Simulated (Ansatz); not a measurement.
A CCSD(T) single point on C₂H₅BOS (`BCC(O)=S`).

```yaml
crystal:
  periodic: [false, false, false]
  atoms:
    - {symbol: B, position_ang: [-0.295466, 0.255242, 1.343325]}
    - {symbol: C, position_ang: [-0.584045, 0.263912, -0.180148]}
    - {symbol: C, position_ang: [0.537545, -0.021864, -1.137053]}
    - {symbol: O, position_ang: [1.370190, -0.993828, -0.766663]}
    - {symbol: S, position_ang: [0.743776, 0.767402, -2.536860]}
    - {symbol: H, position_ang: [0.613750, -0.383699, 1.802085]}
    - {symbol: H, position_ang: [-1.026535, 0.817163, 2.099603]}
    - {symbol: H, position_ang: [-1.167984, 1.113865, -0.529116]}
    - {symbol: H, position_ang: [-1.278277, -0.603743, -0.232786]}
    - {symbol: H, position_ang: [1.170246, -1.265750, 0.140613]}
basis:
  gaussian: {orbitals: def2-TZVPP}
correlation: {method: ccsd_t}
```

```sh
$ ansatz run in.yaml --threads 4 --pin off --events-out ev --progress --plain --max-ram 10444MiB
```

Output of Ansatz, abridged:

```
Functional definition: HF
1409 factors; integrals over basis functions are off by at most 1.2e-3 eV
mean field evaluation 1: about -15664.0415 eV, gradient 3.5e1 eV
mean field evaluation 2: about -15664.2986 eV, gradient 3.5e1 eV
mean field evaluation 4: about -15667.4975 eV, gradient 4.7e0 eV
mean field evaluation 8: about -15667.5740 eV, gradient 3.5e-1 eV
mean field evaluation 16: about -15667.5750 eV, gradient 2.0e-6 eV
mean field -15667.57504892 eV, -575.7727631841 hartree, gradient 2.0e-6 eV, S^2 0.000000; 0 other end points of the search recorded, 0 dependent functions left out
9 core orbitals not correlated: weight in the atoms' cores, before any rotation towards them, 1.000 or more for the frozen orbitals, at most 0.000 for the correlated occupied ones
reference -15667.57504892 eV, -575.7727631841 hartree; 14, 14 occupied and 213, 213 virtual orbitals, 1409 factors
second order -22.77222732 eV of doubles, -0.00000000 eV of singles
cycle   1  -23.08555115 eV  change   -3.1e-1 eV  update   1.2e-1
cycle   2  -23.70173018 eV  change   -6.2e-1 eV  update   3.7e-2
cycle   3  -23.86112354 eV  change   -1.6e-1 eV  update   2.2e-2
cycle   4  -23.84443128 eV  change    1.7e-2 eV  update   6.6e-3
cycle   5  -23.84190000 eV  change    2.5e-3 eV  update   3.3e-3
cycle   6  -23.84257829 eV  change   -6.8e-4 eV  update   1.1e-3
cycle   7  -23.84237646 eV  change    2.0e-4 eV  update   5.6e-4
cycle   8  -23.84227502 eV  change    1.0e-4 eV  update   2.2e-4
cycle   9  -23.84242681 eV  change   -1.5e-4 eV  update   1.1e-4
cycle  10  -23.84245540 eV  change   -2.9e-5 eV  update   4.9e-5
cycle  11  -23.84242164 eV  change    3.4e-5 eV  update   2.7e-5
perturbative correction -1.09700967 eV, -0.0403143618 hartree
Total energy: -15692.51448023 eV, -576.6892703801 hartree
```

It took 110 s on 4 threads of an Arm Neoverse V1 on a shared host, with 4.4 GiB of host memory at the peak.

MP2 recovers 91.3 % of the CCSD(T) correlation energy and the triples give 4.4 %; T1 = 0.0162.
